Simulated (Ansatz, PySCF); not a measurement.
Caution: the highest occupied level lies above zero, so the state may not be bound. This triplet is an excited state, 1.94 eV above the relaxed singlet at the level frozen-core CCSD(T)/aug-cc-pVTZ // PBE0-D3(BJ)/def2-TZVPD (Ansatz, a first-principles code).

Cartesian coordinates (Å):
SMILES: [Cl][Al-][OH]
```xyz
4

O     -1.0923     0.0509     0.3940
Al     0.3825     0.7878    -0.2373
Cl     2.2426    -0.3750     0.1255
H     -1.5328    -0.4636    -0.2822
```
Charge -1, spin multiplicity 3.

### Question
Give the highest occupied spin orbital and total energy at the level PBE0-D3(BJ)/def2-TZVPD run with PySCF.

### Answer

```json
{
  "highest_occupied_spin_orbital": "1.46 eV",
  "total_energy": "-21177.41 eV"
}
```
